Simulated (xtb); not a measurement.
Cl₂, triplet, at a GFN2-xTB geometry (a higher spin typed on purpose: for a closed-shell molecule this is an excited state). Base run: GFN2-xTB (xtb 6.7.1).

Here is a job for xtb.
```
$ xtb mol.xyz --gfn 2 --uhf 2 --json

# file mol.xyz
2

Cl    -0.00000000    -0.00000000    -1.22009331
Cl     0.00000000     0.00000000     1.22009331
```

The base run was repeated with changes; each row names its change, and settings that it needs were set with it.

```json
[
 {"change": "base", "ΔE vs base (kJ/mol)": "0.00", "G_solv (kcal/mol)": "-", "SCF cycles": "6"},
 {"change": "acc = 30", "ΔE vs base (kJ/mol)": "0.00", "G_solv (kcal/mol)": "-", "SCF cycles": "5"},
 {"change": "acc = 1000", "ΔE vs base (kJ/mol)": "0.00", "G_solv (kcal/mol)": "-", "SCF cycles": "3"},
 {"change": "alpb = ch2cl2", "ΔE vs base (kJ/mol)": "-5.13", "G_solv (kcal/mol)": "-1.23", "SCF cycles": "6"},
 {"change": "alpb = cs2", "ΔE vs base (kJ/mol)": "-8.99", "G_solv (kcal/mol)": "-2.15", "SCF cycles": "6"}
]
```

ALPB and GBSA are two models with their own fitted parameters for each solvent, which aren't always the measured dielectric constant.
